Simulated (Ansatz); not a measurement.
Molecule: PbF, net charge 0, doublet state. SMILES: [F][Pb]
Geometry from a B3LYP-D3(BJ)/def2-TZVP (Ansatz, a first-principles code) optimisation:
```xyz
2

Pb     0.0000     0.0000    -0.2049
F      0.0000     0.0000     1.8668
```
Charge 0, spin multiplicity 2.

Computed values are from Ansatz. Correlated levels leave the core frozen unless marked. UHF or UKS for open shells. Spin-orbit coupling is left out. Frozen are the shells of the preceding noble gas and the d and f shells that filled before the atom's block. Past Kr the def2 sets carry scalar-relativistic core potentials. CBS marks a two-point X^-3 extrapolation of the correlation energy; Hartree-Fock from the larger set.

| Property | Value |
|---|---|
| atomisation energy De | 107.9 kcal/mol at CCSD(T)/CBS(def2-TZVPPD,def2-QZVPPD) |
| vertical ionisation energy (to the singlet) | 6.89 eV at CCSD(T)/CBS(def2-TZVPPD,def2-QZVPPD) |
| total energy | -291.7270 Eh at CCSD(T)/CBS(def2-TZVPPD,def2-QZVPPD) |
| dipole moment | 3.82 D at CCSD(T)/def2-SVPD |
| T1 diagnostic | 0.019 at CCSD/def2-QZVPPD |
